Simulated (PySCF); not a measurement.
Ti(NCS)2(OMe)2, C4H6N2O2S2Ti (singlet state).
Structure used (PBE0-D3(BJ)/def2-SVP), in Å, numbered top down from 1:
```xyz
17
C4H6N2O2S2Ti angstrom
Ti     0.3712    0.0524    0.3195
N      0.4410    0.0350    2.2283
C      0.4010    0.0181    3.4282
S      0.3570   -0.0044    5.0040
N      2.1485    0.0156   -0.3757
C      3.2231   -0.0101   -0.9110
S      4.6377   -0.0444   -1.6063
O     -0.4114    1.5059   -0.2282
C     -1.2239    2.4235   -0.8782
H     -1.6049    3.1660   -0.1580
H     -2.0828    1.9210   -1.3545
H     -0.6495    2.9535   -1.6561
O     -0.4702   -1.3568   -0.2422
C     -1.1517   -2.4432   -0.7694
H     -0.4906   -3.0166   -1.4400
H     -2.0323   -2.1083   -1.3424
H     -1.4907   -3.1076    0.0422
```

Level of theory: TDDFT PBE0/def2-SVPD, vertical, gas phase, core orbitals frozen in the response in PySCF 2.14.0, density-fitted response routines.

Transition dipole moments from the ground state, in atomic units and in the frame of the coordinates above (overall signs are arbitrary), for the states with f of 0.002 or more among the lowest 14:

```tsv
state	E (eV)	μx	μy	μz
S3	3.597	-0.560	0.005	0.889
S7	4.292	-0.689	0.005	1.340
S8	4.423	0.868	-0.013	0.022
S10	4.841	0.495	-0.006	-0.636
S11	4.843	-0.879	0.008	1.455
S12	4.888	0.320	-0.010	0.272
S14	5.045	-0.086	0.017	0.094
```

**Question.** Work out the oscillator strengths.

**Answer.** f = (2/3) ΔE |μ|² with ΔE in hartree (27.2114 eV).

| state | \|μ\|² (au) | \|μ\| (D) | f |
| --- | --- | --- | --- |
| S3 | 1.105 | 2.67 | 0.097 |
| S7 | 2.270 | 3.83 | 0.239 |
| S8 | 0.754 | 2.21 | 0.082 |
| S10 | 0.651 | 2.05 | 0.077 |
| S11 | 2.891 | 4.32 | 0.343 |
| S12 | 0.176 | 1.07 | 0.021 |
| S14 | 0.017 | 0.33 | 0.002 |

**Question.** What angle do the transition dipoles of S10 and S12 make?

**Answer.** |cos θ| = |μa·μb| / (|μa| |μb|) = 0.04, so θ ≈ 88° (taken between 0 and 90°, since the signs are arbitrary).

**Question.** What peak molar absorption coefficient would the strongest computed level give as a lone Gaussian band 0.3 eV wide at half height?

**Answer.** ε(max) = 2.175×10⁸ f / FWHM, with the width in cm⁻¹. S11: 2.175×10⁸ × 0.3430 / 2420 ≈ 31000 L mol⁻¹ cm⁻¹.

Hardware: an AMD EPYC 7R43 with 2 threads, no GPU, on a shared host. Cost: 76 s wall, 2.9 min CPU (with the writing of density and orbital grids), 1.8 GiB resident at most.
